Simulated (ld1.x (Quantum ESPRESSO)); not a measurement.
Re (Z = 75), TM semilocal: configuration errors across variants

rhenium (Re), norm-conserving Troullier–Martins (semilocal form), made with ld1.x (Quantum ESPRESSO) 7.5 (PBE, scalar-relativistic). Core [Kr] 4d10, reference 4f14 5s2 5p6 5d4 6s0 6p0 (charge +3). Waves: 5s (bound): rc 1.70 bohr; 5p (bound): rc 1.80 bohr; 4f (bound): rc 0.90 bohr; 5d (bound): rc 2.05 bohr. Local part: the d channel. Core correction: a·sin(br)/r model core inside 0.90 bohr.

All-electron excitation energies from the reference (eV): (1) 4f14 5s2 5p6 5d5 6s2 6p0 -52.698; (2) 4f14 5s2 5p6 5d5 6s1 6p0 -43.450; (3) 4f14 5s2 5p6 5d5 6s0 6p0 -27.128; (4) 4f14 5s2 5p6 5d5.5 6s1.5 6p0 -52.316; (5) 4f14 5s2 5p6 5d6 6s1 6p0 -51.755; (6) 4f14 5s2 5p6 5d5 6s0 6p2 -42.824; (7) 4f14 5s2 5p6 5d5 6s1 6p1 -47.913.

A semilocal file is local in each channel, so a ghost entry of none says nothing of the separable form that plane-wave codes build from it.

Tests that are not counted but printed errors over 1 eV. “wave 5s (bound): rc 1.70 bohr becomes 5s (bound): rc 2.30 bohr”: 4f14 5s2 5p6 5d5 6s2 6p0 (solver errors, printed error -203 eV).

A true bound ghost makes a file unfit for plane-wave use even where its test errors are small: the radial tests pick states by their node count and pass the ghost by. Where a test does run into it, the solver fails or the error is huge.

Errors AE − PS in meV (a dash: test not solved or not reliable):

```csv
change,(1),(2),(3),(4),(5),(6),(7),bound ghosts
base,+4728,+2847,+6.6,+3408,+2191,+337,+2734,not determined
wave 5s (bound): rc 1.70 bohr becomes 5s (bound): rc 1.18 bohr,+308,+191,+6.6,+222,+145,+336,+310,not determined
wave 5s (bound): rc 1.70 bohr becomes 5s (bound): rc 1.36 bohr,+977,+598,+6.5,+695,+444,+336,+672,not determined
wave 5s (bound): rc 1.70 bohr becomes 5s (bound): rc 1.88 bohr,+7830,+4650,+6.8,+5705,+3704,+337,+4442,not determined
wave 5s (bound): rc 1.70 bohr becomes 5s (bound): rc 2.30 bohr,–,+7968,+7.3,+10198,-5244,+338,-10436,s
```

Give the same row for: wave 5s (bound): rc 1.70 bohr becomes 5s (bound): rc 2.56 bohr.

–, +8723, +7.5, +11275, +7416, +338, -10398; bound ghosts: s. Not counted: 4f14 5s2 5p6 5d5 6s2 6p0 (solver errors, printed error -144 eV).
